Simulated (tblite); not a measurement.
Torsional barriers computed with GFN2-xTB (tblite), climbing-image nudged elastic band, gas phase; electronic energies of the top image counted from the start geometry. The bands met a force threshold of 0.05 eV/Å; their tops weren't refined or checked by frequencies and can lie a kcal/mol or more above the method's true saddle points. Atom numbers follow the mapped SMILES.

Question: Rank the forward barriers of these bands, lowest first.
A. `[OH:1][B:2]([OH:3])[CH2:4][CH2:5][Cl:6]`: B2–C4–C5–Cl6 from 64° to -179°
B. `[CH3:1][C:2](=[O:3])[NH:4][SiH2:5][SiH2:6][Cl:7]`: N4–Si5–Si6–Cl7 from 180° to -66°
C. `[CH2:1]=[CH:2][CH+:3][CH2:4][CH2:5][C:6]([F:7])([F:8])[F:9]` (charge +1): C4–C5–C6–F8 from 59° to 180°

Answer: C (2.4 kcal/mol), A (4.0 kcal/mol), B (6.0 kcal/mol).

```csv
SMILES,ends of the turned bond,barrier (kcal/mol),end above start (kcal/mol),dihedral at top (°),bond at start (Å),bond at top (Å),Eyring rate at 298 K (s⁻¹)
C=C[CH+]CCC(F)(F)F,chain CH2 carbon / CF3 carbon,2.4,0.0,120,1.531,1.545,1 × 10^11
OB(O)CCCl,sp3 carbon bound to boron / sp3 C–Cl carbon,4.0,2.0,123,1.521,1.530,7 × 10^9
CC(=O)N[SiH2][SiH2]Cl,SiH2 silicon / chlorine-bound silicon,6.0,3.4,-112,2.311,2.324,2 × 10^8
```

Rates take the electronic barrier for the free energy of activation. GFN2-xTB barriers can miss by several kcal/mol, and conformer orders can be wrong, so the ranking may change at better levels.
